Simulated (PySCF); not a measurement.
CH₇BO₂Si, SMILES [SiH2](C)B(O)O.

The structure is a stationary point at r2SCAN-D4/def2-SVP. The values are those of a single conformer.

Level of theory: PBE/def2-TZVP in PySCF.

Isolated molecule, no solvent.

The total energy is -506.90262 hartree. The highest occupied level is -6.69 eV and the lowest empty level is -0.96 eV. The orbital gap is 5.73 eV, the dipole moment is 0.91 D and the quadrupole, principal values (traceless, Buckingham form, about the centre of nuclear charge) comes out as -2.66, 0.60, 2.06 D·Å. The mean static polarisability is 65.1 bohr³ (9.65 Å³) and the polarisability, principal values is 53.4, 67.7, 74.3 bohr³.
